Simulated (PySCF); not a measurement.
Stepwise substitution at one centre (Si NH2-OCH3). All species are isolated molecules in the gas phase. One relaxed conformer stands for each flexible species; it need not be the lowest. Strings in code marks are SMILES.

Quantity: redistribution energy (mixed species minus the weighted end members), in kJ/mol.

Level 1: r2SCAN-D4/def2-TZVP // r2SCAN-D4/def2-SVP (PySCF)
Level 2: B3LYP/6-31G* // r2SCAN-D4/def2-SVP (PySCF)
Level 3: HF/6-31G* // r2SCAN-D4/def2-SVP (PySCF)
Level 4: HF/STO-3G // r2SCAN-D4/def2-SVP (PySCF)

| species | level 2 | level 3 | level 4 |
|---|---|---|---|
| 2 of 4 NH2 replaced by OCH3: `CO[Si](N)(N)OC` | -3.85 | -2.78 | -3.86 |
| 3 of 4 NH2 replaced by OCH3: `CO[Si](N)(OC)OC` | 0.44 | 1.63 | -0.65 |
| 1 of 4 NH2 replaced by OCH3: `N[Si](N)(OC)N` | -5.56 | -5.00 | -1.95 |

**Question.** What does level 1 give for each, and how far do the other levels lie from it on average?

**Answer.** 
- 2 of 4 NH2 replaced by OCH3: `CO[Si](N)(N)OC`: -4.83
- 3 of 4 NH2 replaced by OCH3: `CO[Si](N)(OC)OC`: -0.29
- 1 of 4 NH2 replaced by OCH3: `N[Si](N)(OC)N`: -6.40
Mean absolute difference from level 1, which has limits of its own, over these rows (drawn at random from the members that have all these levels): level 2 0.85 kJ/mol, level 3 1.79 kJ/mol, level 4 1.93 kJ/mol.
